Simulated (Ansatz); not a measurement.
Si(H)2(F)(NHSiH3) (FH6NSi2), SMILES F[SiH2]N[SiH3].

The structure is a stationary point at PBE0-D3(BJ)/def2-SVP. The values are those of a single conformer.

Two levels are set side by side: PBE/def2-TZVPD (Ansatz, a program for electronic structure) and CAM-B3LYP/def2-TZVPD (Ansatz). Energy differences of separate SCF runs at the same geometry; the states with an electron removed or added have multiplicity 2 and 2. Differences are taken from unrounded values.

| quantity | CAM-B3LYP | PBE | PBE minus CAM-B3LYP |
|---|---|---|---|
| vertical ionisation energy (eV) | 10.32 | 9.92 | -0.40 |
| vertical singlet–triplet gap (eV) | 6.34 | 5.70 | -0.64 |
